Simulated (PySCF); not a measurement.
C2H3BF2O, SMILES C(/B(O)F)=C\F.

The structure is a stationary point at PBE0-D3(BJ)/def2-SVP. The structure was generated by enumeration; whether it is a known compound was not checked. Other conformers were not sampled.

Method: PySCF with r2SCAN/def2-TZVP.

Isolated molecule, no solvent.

```yaml
total_energy: -377.86094 hartree
point_group: Cs
highest_occupied_level: -7.15 eV
lowest_empty_level: -1.76 eV
orbital_gap: 5.39 eV
dipole_moment: 1.90 D
quadrupole, principal values (traceless, Buckingham form, about the centre of nuclear charge): -11.42, 0.60, 10.82 D·Å
mean_static_polarisability: 42.3 bohr³ (6.27 Å³)
polarisability_principal_values: 28.2, 40.1, 58.6 bohr³
```
